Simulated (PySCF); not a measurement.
The same gas-phase reaction for Cu, Ag, Au:
- 2 CuH + F₂ → 2 CuF + H₂
- 2 AgH + F₂ → 2 AgF + H₂
- 2 AuH + F₂ → 2 AuF + H₂

Computed with PySCF (xtb for GFN2) and rigid-rotor harmonic-oscillator thermochemistry at 1 bar. † marks an energy on the PBE0/def2-TZVP geometry and frequencies; other levels use their own. MP2 and CCSD(T) freeze the core. All species are closed-shell singlets. Ag, Au: scalar-relativistic def2 core potential, no spin-orbit coupling. Cu: all electrons, no relativistic terms. MP2 isn't extrapolated to the basis-set limit. CCSD(T) isn't extrapolated to the basis-set limit. Warning, large T1 diagnostic: AgF, AgH, AuF, AuH, CuF, CuH (CCSD(T)/def2-SVP†).

ΔH°(298 K) in kJ, by level:

| level | Cu | Ag | Au |
|---|---|---|---|
| ωB97M-V/def2-TZVP† | -553.8 | -487.0 | ___ |
| CCSD(T)/def2-SVP† | -549.9 | -453.1 | ___ |
| PBE0/def2-TZVP | -538.2 | -459.1 | ___ |
| PBE0/def2-QZVP† | -560.5 | -475.8 | ___ |
| MP2/def2-TZVPP† | -597.6 | -496.2 | ___ |
| PBE/def2-TZVP† | -500.2 | -427.0 | -226.1 |
| M06-2X/def2-TZVP† | -607.8 | -529.4 | ___ |
| GFN2-xTB | -345.4 | -276.7 | ___ |

What belongs in the gaps?


- ωB97M-V/def2-TZVP†, Au: -286.7
- CCSD(T)/def2-SVP†, Au: -212.4
- PBE0/def2-TZVP, Au: -247.2
- PBE0/def2-QZVP†, Au: -259.1
- MP2/def2-TZVPP†, Au: -229.6
- M06-2X/def2-TZVP†, Au: -291.2
- GFN2-xTB, Au: -174.0
